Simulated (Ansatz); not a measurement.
Tuning the range parameter of LC-ωPBE so that −HOMO meets the ionisation energy; basis def2-SVP, Ansatz. System: `[C-]#[N+]C12CC3C4CC5CC3C(C1)C(C5)C4C2`. Total charge 0; singlet. Geometry: PBE-D4/def2-SVP. The ionised state is a doublet.

Geometry of the singlet:

```xyz
35

C    -3.587   -0.118    3.177
N    -2.699   -0.089    2.391
C    -1.631   -0.054    1.444
C    -0.308   -0.469    2.130
C     0.836   -0.430    1.108
C     1.005    0.998    0.531
C     2.155    1.034   -0.489
C     1.858    0.061   -1.645
C     1.708   -1.364   -1.082
C     0.558   -1.404   -0.063
C    -0.775   -0.988   -0.732
C    -1.927   -1.030    0.281
C    -0.609    0.438   -1.313
C     0.543    0.475   -2.330
C    -0.329    1.409   -0.139
C    -1.479    1.377    0.877
H    -0.424   -1.489    2.554
H    -0.106    0.220    2.976
H     1.780   -0.730    1.613
H     1.222    1.701    1.365
H     2.282    2.066   -0.880
H     3.110    0.759    0.008
H     2.689    0.088   -2.381
H     1.509   -2.083   -1.906
H     2.655   -1.686   -0.597
H     0.452   -2.435    0.343
H    -1.000   -1.693   -1.562
H    -2.886   -0.743   -0.198
H    -2.055   -2.054    0.691
H    -1.559    0.738   -1.810
H     0.638    1.497   -2.757
H     0.320   -0.208   -3.179
H    -0.230    2.442   -0.539
H    -2.434    1.683    0.402
H    -1.286    2.081    1.713
```

```csv
ω (1/bohr),HOMO (eV),LUMO (eV),vertical IE (eV),HOMO + IE (eV)
0.1,-8.04,1.38,8.97,0.92
0.15,-8.72,1.96,9.20,0.48
0.2,-9.30,2.37,9.42,0.12
0.3,-10.07,2.88,9.84,-0.23
```

Where does the tuning condition hold?

Near ω = 0.24 bohr⁻¹, by linear interpolation.
